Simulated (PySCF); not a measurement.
**Polarisability and C₆ of Ca (calcium, neutral)**

[Ar] 4s2, closed-shell 1S. Calculation: PySCF 2.14, in aug-cc-pVQZ-X2C (8s7p5d3f2g, 93 functions); scalar relativity by spin-free X2C-1e. Coupled (time-dependent) response in atomic units; α is the mean over directions.

```json
{"method": "wB97X", "mean α (bohr³)": "151.8", "C₆ (like pair)": "2065", "S(−4)": "11350"}
```

S(−4) is the Cauchy moment in α(ω) = α(0) + S(−4) ω² + …

Reference α: 160.8 ± 4 bohr³ (recommended; Schwerdtfeger and Nagle, table of static dipole polarizabilities (2023 update)). Published C₆: 2163 (Chu and Dalgarno (2004); Tang, Norbeck and Certain (1976)).

α(iu) at wB97X:

```json
{"u (hartree)": "0", "α(iu) (bohr³)": "151.8"}
{"u (hartree)": "0.0500", "α(iu) (bohr³)": "128.0"}
{"u (hartree)": "0.100", "α(iu) (bohr³)": "87.65"}
{"u (hartree)": "0.200", "α(iu) (bohr³)": "40.17"}
{"u (hartree)": "0.300", "α(iu) (bohr³)": "22.25"}
{"u (hartree)": "0.500", "α(iu) (bohr³)": "10.37"}
{"u (hartree)": "0.750", "α(iu) (bohr³)": "5.878"}
{"u (hartree)": "1.00", "α(iu) (bohr³)": "3.988"}
{"u (hartree)": "1.50", "α(iu) (bohr³)": "2.267"}
{"u (hartree)": "2.00", "α(iu) (bohr³)": "1.467"}
{"u (hartree)": "3.00", "α(iu) (bohr³)": "0.7505"}
{"u (hartree)": "5.00", "α(iu) (bohr³)": "0.3013"}
```

A single London oscillator, α(iu) = α/(1 + u²/ω²), gives C₆ = (3/4) ω α². Matching the computed C₆ needs ω = 4 × 2065 / (3 × 151.8²) = 0.119 hartree.
